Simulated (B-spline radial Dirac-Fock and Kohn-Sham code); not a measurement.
## Nb: scattering cross sections and density moments

System: the Nb atom, [Kr] 4d3 5s2 (not the ground configuration).

These are calculated numbers from a radial finite-basis atomic code; the model is Dirac-Fock orbitals of the configuration average with a finite nucleus.

* Sum of ⟨r⟩: 32.71 bohr
* Sum of ⟨r²⟩: 66.28 bohr²
* Sum of ⟨1/r⟩: 224.89 per bohr
* Langevin diamagnetic susceptibility: -52.5 × 10⁻⁶ cm³/mol
* Lamb shielding (α²/3)Σ⟨1/r⟩: 3992 ppm

Coherent scattering is the Thomson cross section weighted by f₀², without anomalous dispersion; incoherent scattering is Klein-Nishina weighted by S. The Lamb formula is the non-relativistic shielding expression. Electron correlation is left out.

```tsv
hν (keV)	coherent (b)	incoherent (b)	incoherent per electron (b)
1	1045	1.195	0.0292
2	912.0	2.776	0.0677
5	598.0	6.499	0.159
8.0478	418.0	9.286	0.226
30	83.87	17.10	0.417
100	11.57	18.41	0.449
500	0.5616	11.73	0.286
1000	0.1429	8.626	0.210
```

Incoherent scattering overtakes coherent scattering between 30 and 100 keV.
